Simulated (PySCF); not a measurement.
# input.py for InF

The script input.py:

```python
from pyscf import gto, scf, mp

mol = gto.M(
    atom='In 0 0 0; F 0 0 2.105',
    basis='x2c-svpall',
    charge=0,
    spin=0,
    verbose=4,
)
mf = scf.ROHF(mol)
mf = mf.sfx2c1e()
mf.kernel()
mp.MP2(mf).kernel()
mf.dip_moment()
print('orbital energies (hartree):', mf.mo_energy[..., max(0, mol.nelec[1]-3):mol.nelec[0]+3].round(4))
```

```bash
$ python input.py
```

It prints (some set-up lines and the per-cycle HOMO/LUMO lines with their warnings removed):

```
PySCF version 2.14.0

[INPUT] Symbol           X                Y                Z      unit          X                Y                Z       unit  Magmom
[INPUT]  1 In     0.000000000000   0.000000000000   0.000000000000 AA    0.000000000000   0.000000000000   0.000000000000 Bohr   0.0
[INPUT]  2 F      0.000000000000   0.000000000000   2.105000000000 AA    0.000000000000   0.000000000000   3.977873492209 Bohr   0.0

nuclear repulsion = 110.863254164238
number of shells = 6
number of NR pGTOs = 129
number of NR cGTOs = 50
basis = x2c-svpall
ecp = {}

******** <class 'pyscf.x2c.sfx2c1e.sfX2C1eROHF'> ********
method = sfX2C1eROHF
initial guess = minao
damping factor = 0
level_shift factor = 0
DIIS = <class 'pyscf.scf.diis.CDIIS'>
SCF conv_tol = 1e-09
SCF max_cycles = 50
num. doubly occ = 29  num. singly occ = 0

******** <class 'pyscf.x2c.sfx2c1e.SpinFreeX2CHelper'> ********
approx = 1e
xuncontract = 1
init E= -5976.74595227224
cycle= 1 E= -5977.13228117351  delta_E= -0.386  |g|= 0.637  |ddm|= 0.659
cycle= 2 E= -5977.1746676186  delta_E= -0.0424  |g|= 0.526  |ddm|= 0.606
cycle= 3 E= -5977.22000617653  delta_E= -0.0453  |g|= 0.0258  |ddm|= 0.228
cycle= 4 E= -5977.22054835115  delta_E= -0.000542  |g|= 0.00703  |ddm|= 0.0575
cycle= 5 E= -5977.22059606697  delta_E= -4.77e-05  |g|= 0.00189  |ddm|= 0.0181
cycle= 6 E= -5977.22059989463  delta_E= -3.83e-06  |g|= 0.000465  |ddm|= 0.00461
cycle= 7 E= -5977.22060008002  delta_E= -1.85e-07  |g|= 7.76e-05  |ddm|= 0.000909
cycle= 8 E= -5977.22060008335  delta_E= -3.33e-09  |g|= 1.27e-05  |ddm|= 0.00012
cycle= 9 E= -5977.22060008344  delta_E= -9.19e-11  |g|= 1.81e-06  |ddm|= 2.56e-05
Extra cycle  E= -5977.22060008345  delta_E= -1.18e-11  |g|= 6.12e-07  |ddm|= 2.25e-06
converged SCF energy = -5977.22060008345

WARN: RMP2 method does not support ROHF method. ROHF object is converted to UHF object and UMP2 method is called.

******** <class 'pyscf.mp.ump2.UMP2'> ********
nocc = (np.int64(29), np.int64(29)), nmo = (50, 50)
E(UMP2) = -5977.48575437925  E_corr = -0.265154295796144
E(SCS-UMP2) = -5977.47694994507  E_corr = -0.256349861616936
E_corr(same-spin) = -0.0713484153905032
E_corr(oppo-spin) = -0.19380588040564
Dipole moment(X, Y, Z, Debye): -0.00000,  0.00000, -3.89297
orbital energies (hartree): [-0.5027 -0.5027 -0.358   0.0308  0.0308  0.1154]
```

In short: E(SCF) = -5977.220600 Eh, 9 cycles, E(MP2) − E(SCF) = -0.26515 Eh, μz(SCF) = -3.89 D.

Wall time 1.3 s on one thread of a shared host.

The bond length is a typed value, not an optimised one.
